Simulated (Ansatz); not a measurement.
Kohn–Sham single points on C₂H₆BI, SMILES `CB(C)I`.

```yaml
crystal:
  periodic: [false, false, false]
  atoms:
    - {symbol: C, position_ang: [-0.423619, 1.193464, -0.605127]}
    - {symbol: B, position_ang: [-0.272032, -0.311243, -0.250107]}
    - {symbol: C, position_ang: [0.707181, -0.862073, 0.827525]}
    - {symbol: I, position_ang: [-1.487762, -1.752041, -1.294052]}
    - {symbol: H, position_ang: [-1.134626, 1.427786, -1.395195]}
    - {symbol: H, position_ang: [-0.712214, 1.738579, 0.303161]}
    - {symbol: H, position_ang: [0.559891, 1.596440, -0.878235]}
    - {symbol: H, position_ang: [1.292916, -0.077618, 1.313054]}
    - {symbol: H, position_ang: [0.157687, -1.414855, 1.596688]}
    - {symbol: H, position_ang: [1.395676, -1.589441, 0.384988]}
basis:
  gaussian: {orbitals: def2-TZVPP}
hamiltonian: {xc: {name: B97M-V}}
output: {orbitals: {seedname: orbitals}}
```

```sh
$ ansatz run in.yaml --threads 4 --pin off --events-out ev --progress --plain
```

It prints (some lines left out):

```
Functional definition: B97M-V
1250 factors; their error is unknown
mean field evaluation 1: about -10936.9439 eV, gradient 7.6e1 eV
mean field evaluation 2: about -10912.5146 eV, gradient 1.2e2 eV
mean field evaluation 4: about -10951.3863 eV, gradient 1.1e1 eV
mean field evaluation 8: about -10951.6501 eV, gradient 2.5e-1 eV
mean field evaluation 16: about -10951.6206 eV, gradient 2.1e-3 eV
mean field -10951.62061266 eV, -402.4646342403 hartree, gradient 2.0e-5 eV, S^2 0.000000; 0 other end points of the search recorded, 0 dependent functions left out
reference -10951.62067092 eV, -402.4646363813 hartree; 24, 24 occupied and 203, 203 virtual orbitals, 1250 factors
Total energy: -10951.62067092 eV, -402.4646363813 hartree
```

Run time 6.5 s (4 threads of a server CPU on a shared host); peak host memory 0.36 GiB.

Changing it to `hamiltonian: {xc: {name: wB97M-V}}` and forces (abridged; 7.5 s):

```
Functional definition: wB97M-V
mean field evaluation 16: about -10949.3116 eV, gradient 1.9e-4 eV
mean field -10949.31159902 eV, -402.3797795539 hartree, gradient 4.3e-5 eV, S^2 0.000000
Total energy: -10949.31164601 eV, -402.3797812807 hartree
Atom 0 force     0.001872     0.112525    -0.013614 eV/Å
Atom 1 force    -0.021482    -0.036325    -0.016521 eV/Å
Atom 2 force     0.074194    -0.017212     0.076947 eV/Å
Atom 3 force     0.010076     0.010001     0.009390 eV/Å
Atom 4 force     0.050443    -0.026912     0.056808 eV/Å
Atom 5 force     0.020662    -0.042298    -0.058533 eV/Å
Atom 6 force    -0.065460    -0.032727     0.020563 eV/Å
Atom 7 force    -0.043756    -0.056757    -0.034914 eV/Å
Atom 8 force     0.025953     0.039128    -0.057705 eV/Å
Atom 9 force    -0.052503     0.050576     0.017578 eV/Å
Dipole moment:     0.236140     0.266277     0.207428 e Å
```

Changing it to `hamiltonian: {xc: {name: LC-wPBE}, dispersion: d4}` (abridged; 2.1 s):

```
WARN the engine holds no damping parameters fitted to this dispersion correction and functional, so the run takes those fitted to pbe0 (hamiltonian.dispersion, under Limitations)
Functional definition: LC-wPBE
mean field evaluation 16: about -10950.6533 eV, gradient 2.8e-4 eV
mean field -10950.65334759 eV, -402.4290879046 hartree, gradient 4.0e-5 eV, S^2 0.000000
Total energy: -10950.82588679 eV, -402.4354286030 hartree
```

The same input with `hamiltonian: {xc: {name: CAM-B3LYP}, dispersion: d4}` (abridged; 2.8 s):

```
Functional definition: CAM-B3LYP
mean field evaluation 16: about -10949.8210 eV, gradient 4.0e-4 eV
mean field -10949.82095655 eV, -402.3984980980 hartree, gradient 3.0e-5 eV, S^2 0.000000
Total energy: -10949.99782228 eV, -402.4049977937 hartree
```

Changing it to `hamiltonian: {xc: {name: r2SCANh}, dispersion: d4}` (abridged; 3.4 s):

```
Functional definition: r2SCANh
mean field evaluation 16: about -10952.5406 eV, gradient 1.0e-4 eV
mean field -10952.54055908 eV, -402.4984416474 hartree, gradient 1.6e-5 eV, S^2 0.000000
Total energy: -10952.59296902 eV, -402.5003676773 hartree
```

Changing it to `hamiltonian: {xc: pbe0, dispersion: d4}` (abridged; 2.4 s):

```
Functional definition: PBE0
mean field evaluation 16: about -10948.2251 eV, gradient 5.1e-5 eV
mean field -10948.22508270 eV, -402.3398508156 hartree, gradient 5.1e-5 eV, S^2 0.000000
Total energy: -10948.39765202 eV, -402.3461926214 hartree
```

LC-ωPBE has ω = 0.4 bohr⁻¹; the program lends it PBE0's D4 damping.
